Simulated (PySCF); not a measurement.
Species: C9H14.
Numbering: `[CH2:1]=[C:2]([CH3:3])[C@@H:4]1[CH2:5][CH:6]=[CH:7][C@H:8]1[CH3:9]` (hydrogens: H10, H11 on C1; H12, H13, H14 on C3; H15 on C4; H16, H17 on C5; H18 on C6; H19 on C7; H20 on C8; H21, H22, H23 on C9)

Computed by this run: PBE0-D3(BJ)/def2-SVP geometry optimisation, gas phase in PySCF 2.14.0; density fitting, grid level 1; the optimiser is geomeTRIC in internal coordinates, started from a GFN2-xTB structure with every atom displaced at random (about 0.01 Å).

At the end of the run (lengths in Å): C3–H12 1.103, C2–C4 1.507, C9–H22 1.102, C1–H10 1.094, C8–H20 1.109, C3–H13 1.102, C6=C7 1.336, C7–C8–C9 115.8°, C2–C4–C8 114.5°, C4–C5–C6 102.9°, C4–C8–C7 102.2°, C1–C2–C4–C5 -126°, C2–C4–C5–C6 -152°, C4–C5–C6–C7 15°, H12–C3–C2–C1 -124°, H16–C5–C4–C2 86°.

**Question.** These geometries were met on the way; a selection of coordinates is given. Order them by energy above the end point, lowest first.
A. C3–H12 1.058, C2–C4 1.465, C9–H22 1.066, C1–H10 1.060, C8–H20 1.076, C3–H13 1.076, C6=C7 1.310, C7–C8–C9 112.7°, C2–C4–C8 112.1°, C4–C5–C6 104.5°, C4–C8–C7 103.4°, C1–C2–C4–C5 -133°, C2–C4–C5–C6 -141°, C4–C5–C6–C7 12°, H12–C3–C2–C1 -146°, H16–C5–C4–C2 98°
B. C3–H12 1.100, C2–C4 1.504, C9–H22 1.100, C1–H10 1.093, C8–H20 1.106, C3–H13 1.102, C6=C7 1.335, C7–C8–C9 115.5°, C2–C4–C8 113.7°, C4–C5–C6 103.3°, C4–C8–C7 102.6°, C1–C2–C4–C5 -129°, C2–C4–C5–C6 -148°, C4–C5–C6–C7 13°, H12–C3–C2–C1 -132°, H16–C5–C4–C2 90°
C. C3–H12 1.110, C2–C4 1.512, C9–H22 1.110, C1–H10 1.100, C8–H20 1.116, C3–H13 1.106, C6=C7 1.336, C7–C8–C9 115.2°, C2–C4–C8 112.7°, C4–C5–C6 103.5°, C4–C8–C7 102.9°, C1–C2–C4–C5 -133°, C2–C4–C5–C6 -143°, C4–C5–C6–C7 12°, H12–C3–C2–C1 -142°, H16–C5–C4–C2 95°

**Answer.** B (0.006 eV), C (0.027 eV), A (0.256 eV).

```
step  E above end (eV)  rms distance from the end, all atoms (Å)  largest force (eV/Å)  rms shift of all bonds from the end (Å)
   5             0.006                                     0.094                 0.166                                    0.002
   1             0.027                                     0.226                 0.377                                    0.004
   0             0.256                                     0.252                 2.071                                    0.022
```

Rows stand in the order of the answer.
